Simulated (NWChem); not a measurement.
System: C2H7O cation; SMILES C[OH+]C

The following NWChem deck was run.

```
start job
memory heap 200 mb stack 700 mb global 900 mb
charge 1
geometry units angstroms noautosym nocenter noautoz
  C      0.269978     0.008518    -1.278267
  O     -0.504980    -0.051275     0.000000
  C      0.269978     0.008518     1.278267
  H      0.821322     0.949170    -1.313794
  H      0.926751    -0.858966    -1.254656
  H     -0.470590    -0.077409    -2.071920
  H     -1.245654     0.590834     0.000000
  H     -0.470590    -0.077409     2.071920
  H      0.926751    -0.858966     1.254656
  H      0.821322     0.949170     1.313794
end
basis spherical
  * library 6-31g*
end
dft
  xc b3lyp
  iterations 150
end
cosmo
  do_cosmo_smd true
  solvent octanol
end
task dft energy
```

NWChem printed, in part:

```
             Northwest Computational Chemistry Package (NWChem) 7.3.0
             --------------------------------------------------------

                             Geometry "geometry" -> ""
                             -------------------------

 Output coordinates in angstroms (scale by  1.889725989 to convert to a.u.)

  No.       Tag          Charge          X              Y              Z
 ---- ---------------- ---------- -------------- -------------- --------------
    1 C                    6.0000     0.26997800     0.00851800    -1.27826700
    2 O                    8.0000    -0.50498000    -0.05127500     0.00000000
    3 C                    6.0000     0.26997800     0.00851800     1.27826700
    4 H                    1.0000     0.82132200     0.94917000    -1.31379400
    5 H                    1.0000     0.92675100    -0.85896600    -1.25465600
    6 H                    1.0000    -0.47059000    -0.07740900    -2.07192000
    7 H                    1.0000    -1.24565400     0.59083400     0.00000000
    8 H                    1.0000    -0.47059000    -0.07740900     2.07192000
    9 H                    1.0000     0.92675100    -0.85896600     1.25465600
   10 H                    1.0000     0.82132200     0.94917000     1.31379400

 Effective nuclear repulsion energy (a.u.)      89.3281644717

                                 NWChem DFT Module
                                 -----------------

 Summary of "ao basis" -> "ao basis" (spherical)
 ------------------------------------------------------------------------------
       Tag                 Description            Shells   Functions and Types
 ---------------- ------------------------------  ------  ---------------------
 C                           6-31g*                  6       14   3s2p1d
 O                           6-31g*                  6       14   3s2p1d
 H                           6-31g*                  2        2   2s

 in cosmo_initialize ...
 calling solv_data for solv:octanol

 solvent parameters
 solvname_short: octanol
 solvname_long:  1-octanol
 dielec:        9.8629
 dielecinf:     2.0435
 nonaqueous SMD model solvent descriptors
 dielec:        9.8629
 sola:          0.3700
 solb:          0.4800
 solc:          0.0000
 solg:         39.0100
 solh:          0.0000
 soln:          1.4295

          ---------------
          -cosmo- solvent
          ---------------
 Cosmo: York-Karplus, doi: 10.1021/jp992097l
 dielectric constant -eps-     =   9.86
 screen = (eps-1)/(eps    )    =   0.89861
 surface charge correction     = lagrangian

   van der Waals surface
 --------------------------

 ---------- ATOMIC COORDINATES (A.U.) ------------ VDWR(ANG.) --
     1    0.51018444    0.01609669   -2.41557437     1.850
     2   -0.95427383   -0.09689570    0.00000000     1.628
     3    0.51018444    0.01609669    2.41557437     1.850
     4    1.55207353    1.79367122   -2.48271067     1.200
     5    1.75130545   -1.62321037   -2.37095605     1.200
     6   -0.88928615   -0.14628180   -3.91536107     1.200
     7   -2.35394474    1.11651436    0.00000000     1.200
     8   -0.88928615   -0.14628180    3.91536107     1.200
     9    1.75130545   -1.62321037    2.37095605     1.200
    10    1.55207353    1.79367122    2.48271067     1.200
 number of segments per atom =        128
 number of   points per atom =        128
 atom (   nspa,  nppa )
 ----------------------
    1 (     67,     0 )       0
    2 (     34,     0 )       0
    3 (     67,     0 )       0
    4 (     54,     0 )       0
    5 (     54,     0 )       0
    6 (     55,     0 )       0
    7 (     62,     0 )       0
    8 (     55,     0 )       0
    9 (     54,     0 )       0
   10 (     54,     0 )       0
 number of -cosmo- surface points =      556
 molecular surface =     89.789 angstrom**2
 molecular volume  =     62.518 angstrom**3
 -lineq- algorithm             =   0
 -bem- low  level              =   3
 -bem- from -octahedral-
 gaussian surface charge width =   4.50000
 degree of switching           =   1.00000
 switching function tolerance  =   0.00010
 atomic radii =
 --------------
    1  6.000  1.850
    2  8.000  1.628
    3  6.000  1.850
    4  1.000  1.200
    5  1.000  1.200
    6  1.000  1.200
    7  1.000  1.200
    8  1.000  1.200
    9  1.000  1.200
   10  1.000  1.200
 ...... end of -cosmo- initialization ......

 nat:                    10
 ixmem:                  5529
 calling mnsol_interface()
 G(SMD-CDS) energy (kcal/mol)  =     1.514
 SMD-CDS SASA (angstrom**2)    =   116.186

            General Information
            -------------------
          SCF calculation type: DFT
          Wavefunction type:  closed shell.
          No. of atoms     :    10
          No. of electrons :    26
           Alpha electrons :    13
            Beta electrons :    13
          Charge           :     1
          Spin multiplicity:     1
          Use of symmetry is: off; symmetry adaption is: off
          Maximum number of iterations: 150
          AO basis - number of functions:    56
                     number of shells:    32
          Convergence on energy requested:  1.00D-06
          Convergence on density requested:  1.00D-05
          Convergence on gradient requested:  5.00D-04

              XC Information
              --------------
                         B3LYP Method XC Potential
                     Hartree-Fock (Exact) Exchange  0.200
                        Slater Exchange Functional  0.800 local
                    Becke 1988 Exchange Functional  0.720 non-local
              Lee-Yang-Parr Correlation Functional  0.810
                  VWN I RPA Correlation Functional  0.190 local

             Grid Information
             ----------------
          Grid used for XC integration:  medium
          Radial quadrature: Mura-Knowles
          Angular quadrature: Lebedev.
          Tag              B.-S. Rad. Rad. Pts. Rad. Cut. Ang. Pts.
          ---              ---------- --------- --------- ---------
          C                   0.70       49           9.0       434
          O                   0.60       49           7.0       434
          H                   0.35       45          10.0       434
          Grid pruning is: on
          Number of quadrature shells:   462
          Spatial weights used:  Erf1

      Superposition of Atomic Density Guess
      -------------------------------------

 Sum of atomic energies:        -153.56248830

 Renormalizing density from      27.00 to     26

      Non-variational initial energy
      ------------------------------

 Total energy =    -151.181247
 1-e energy   =    -369.884618
 2-e energy   =     129.375206
 HOMO         =      -0.742130
 LUMO         =      -0.279663

   convergence    iter        energy       DeltaE   RMS-Dens  Diis-err
 ---------------- ----- ----------------- --------- --------- ---------
     COSMO gas phase
 d= 0,ls=0.0,diis     1   -155.2545645496 -2.45D+02  1.69D-02  8.58D-01
 d= 0,ls=0.0,diis     2   -155.2103842866  4.42D-02  1.03D-02  1.33D+00
 d= 0,ls=0.0,diis     3   -155.3324347500 -1.22D-01  1.68D-03  3.45D-02
 d= 0,ls=0.0,diis     4   -155.3350848746 -2.65D-03  6.52D-04  4.42D-03
 d= 0,ls=0.0,diis     5   -155.3356264179 -5.42D-04  5.39D-05  2.54D-05
  Resetting Diis
 d= 0,ls=0.0,diis     6   -155.3356293829 -2.96D-06  8.85D-06  5.86D-07
 d= 0,ls=0.0,diis     7   -155.3356294488 -6.59D-08  1.96D-06  9.05D-09

   convergence    iter        energy       DeltaE   RMS-Dens  Diis-err
 ---------------- ----- ----------------- --------- --------- ---------
     COSMO solvation phase
 d= 0,ls=0.0,diis     1   -155.4354105103 -9.98D-02  2.00D-03  3.60D-03
 d= 0,ls=0.0,diis     2   -155.4362012300 -7.91D-04  3.26D-04  5.27D-04
 d= 0,ls=0.0,diis     3   -155.4362511745 -4.99D-05  1.45D-04  2.30D-04
 d= 0,ls=0.0,diis     4   -155.4362655814 -1.44D-05  4.01D-05  2.14D-05
 d= 0,ls=0.0,diis     5   -155.4362664206 -8.39D-07  1.13D-05  1.31D-06
 d= 0,ls=0.0,diis     6   -155.4362672961 -8.76D-07  1.85D-06  2.61D-08

         Total DFT energy =     -155.436267296130
      One electron energy =     -374.592952246043
           Coulomb energy =      156.721096513601
    Exchange-Corr. energy =      -21.750900667349
 Nuclear repulsion energy =       89.328164471689

             COSMO energy =       -5.141675368028

 Numeric. integr. density =       25.999990009588

                                COSMO-SMD solvation results
                                ---------------------------

             internal energy in gas <Psi(g)|H|Psi(g)> =      -155.335629448808
         internal energy in solvent <Psi(s)|H|Psi(s)> =      -155.334569571283
                               delta internal energy  =         0.001059877524 (    0.67 kcal/mol)
   total free energy in solvent <Psi(s)|H+V/2|Psi(s)> =      -155.438680090247
 polarization energy contribution <Psi(s)|V/2|Psi(s)> =        -0.104110518964 (  -65.33 kcal/mol)
    total free energy in solvent including G(SMD-CDS) =      -155.436267296130
                       G(SMD-CDS) energy contribution =         0.002412794117 (    1.51 kcal/mol)
     1 M fixed-concentration free energy of solvation =        -0.100637847322 (  -63.15 kcal/mol)

                       DFT Final Molecular Orbital Analysis
                       ------------------------------------

 Vector   11  Occ=2.000000D+00  E=-4.547077D-01
              MO Center=  2.4D-01, -2.1D-01, -1.8D-07, r^2= 3.0D+00
   Bfn.  Coefficient  Atom+Function         Bfn.  Coefficient  Atom+Function
  ----- ------------  ---------------      ----- ------------  ---------------
     3      0.288335   1 C  px               31      0.288334   3 C  px
    17     -0.197290   2 O  px               45      0.172927   5 H  s
    53      0.172927   9 H  s                47     -0.148599   6 H  s
    51     -0.148599   8 H  s                 7      0.130931   1 C  px
    35      0.130931   3 C  px                4     -0.130130   1 C  py

 Vector   12  Occ=2.000000D+00  E=-4.445137D-01
              MO Center=  2.5D-02, -3.7D-02,  1.1D-07, r^2= 3.5D+00
   Bfn.  Coefficient  Atom+Function         Bfn.  Coefficient  Atom+Function
  ----- ------------  ---------------      ----- ------------  ---------------
     5      0.252603   1 C  pz               33      0.252603   3 C  pz
     3      0.237519   1 C  px               31     -0.237519   3 C  px
    47     -0.213006   6 H  s                51      0.213006   8 H  s
    19     -0.153172   2 O  pz               48     -0.151966   6 H  s
    52      0.151966   8 H  s                 7      0.112969   1 C  px

 Vector   13  Occ=2.000000D+00  E=-3.892357D-01
              MO Center=  4.2D-04,  9.7D-02, -3.8D-09, r^2= 2.2D+00
   Bfn.  Coefficient  Atom+Function         Bfn.  Coefficient  Atom+Function
  ----- ------------  ---------------      ----- ------------  ---------------
    18      0.451106   2 O  py               22      0.326785   2 O  py
     4     -0.214394   1 C  py               32     -0.214394   3 C  py
    17      0.212724   2 O  px               43     -0.166607   4 H  s
    55     -0.166607  10 H  s                21      0.161304   2 O  px
    44     -0.150683   4 H  s                56     -0.150683  10 H  s

 Vector   14  Occ=0.000000D+00  E=-6.886272D-03
              MO Center= -2.9D-01,  2.4D-01,  1.1D-08, r^2= 3.1D+00
   Bfn.  Coefficient  Atom+Function         Bfn.  Coefficient  Atom+Function
  ----- ------------  ---------------      ----- ------------  ---------------
    20      1.113477   2 O  s                50     -0.641681   7 H  s
     9     -0.457721   1 C  pz               37      0.457721   3 C  pz
     5     -0.267901   1 C  pz               33      0.267901   3 C  pz
     7      0.265209   1 C  px               35      0.265209   3 C  px
    16      0.245380   2 O  s                22      0.194523   2 O  py

 Vector   15  Occ=0.000000D+00  E= 7.247260D-02
              MO Center= -3.1D-01,  2.5D-01,  1.8D-07, r^2= 4.7D+00
   Bfn.  Coefficient  Atom+Function         Bfn.  Coefficient  Atom+Function
  ----- ------------  ---------------      ----- ------------  ---------------
     6      1.270396   1 C  s                34      1.270396   3 C  s
    50     -0.771710   7 H  s                48     -0.720614   6 H  s
    52     -0.720614   8 H  s                21     -0.498876   2 O  px
    44     -0.452280   4 H  s                56     -0.452280  10 H  s
    17     -0.313077   2 O  px               20     -0.296644   2 O  s

 Vector   16  Occ=0.000000D+00  E= 9.320722D-02
              MO Center=  2.7D-01,  5.2D-02, -9.0D-08, r^2= 3.2D+00
   Bfn.  Coefficient  Atom+Function         Bfn.  Coefficient  Atom+Function
  ----- ------------  ---------------      ----- ------------  ---------------
     6      1.023550   1 C  s                34     -1.023550   3 C  s
    23      0.790695   2 O  pz                9      0.643117   1 C  pz
    37      0.643117   3 C  pz               19      0.453394   2 O  pz
    44     -0.388078   4 H  s                56      0.388078  10 H  s
    46     -0.316649   5 H  s                54      0.316649   9 H  s

     Multipole analysis of the density
     ---------------------------------

     L   x y z        total         alpha         beta         nuclear
     -   - - -        -----         -----         ----         -------
     0   0 0 0      1.000000    -13.000000    -13.000000     27.000000

     1   1 0 0     -0.294082     -0.628173     -0.628173      0.962264
     1   0 1 0      0.556573     -0.013147     -0.013147      0.582867
     1   0 0 1      0.000000      0.000000      0.000000     -0.000000

     2   2 0 0    -10.516813    -19.500050    -19.500050     28.483288
     2   1 1 0     -1.570288      0.038570      0.038570     -1.647428
     2   1 0 1     -0.000000     -0.000000     -0.000000     -0.000000
     2   0 2 0    -12.402648    -12.737203    -12.737203     13.071757
     2   0 1 1     -0.000000     -0.000000     -0.000000      0.000000
     2   0 0 2     -7.859688    -66.055179    -66.055179    124.250669
```

Level: B3LYP/6-31G* (spherical d), SMD on the gas-phase geometry. The geometry was optimised at B3LYP/6-31G* (spherical d). B3LYP is NWChem's, with the RPA form of VWN correlation. Solvent: 1-octanol.
